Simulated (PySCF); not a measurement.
From a computed spectrum to the compound

A species of 7 atoms with charge -1 has these harmonic modes (PBE0, small Gaussian bases with core potentials, PySCF 2.14.0):

| cm⁻¹ | km/mol | symmetry |
| --- | --- | --- |
| 16 | 0.2 | a'' |
| 34 | 0.1 | a' |
| 36 | 0.0 | a'' |
| 39 | 0.6 | a' |
| 70 | 12.0 | a' |
| 107 | 7.2 | a' |
| 129 | 37.8 | a' |
| 132 | 28.1 | a'' |
| 137 | 5.3 | a' |
| 180 | 85.8 | a'' |
| 336 | 3.7 | a'' |
| 520 | 399.1 | a' |
| 1660 | 171.7 | a' |
| 3827 | 27.6 | a' |
| 3886 | 30.5 | a'' |

Q: Which species is it, and in which structure?

A: [PbI3(H2O)]− (singlet):
```xyz
7

Pb    0.0520    0.5448   -0.5448
I     1.4251    1.3205    1.9667
I    -2.5637   -0.5188    0.5188
I     1.4251   -1.9667   -1.3205
O    -2.5968    1.9641   -1.9641
H    -2.7961    2.0678   -1.0235
H    -2.7961    1.0235   -2.0678
```
Ideal gas at 298.15 K and 1 bar: S = 516.1 J/(mol K), Cp = 126.7 J/(mol K), H − H(0 K) = 31.5 kJ/mol (rigid rotor, harmonic modes, spin degeneracy alone; the modes under 60 cm⁻¹ make these uncertain). 
 The answer isn't unique; the calculation gave this one.
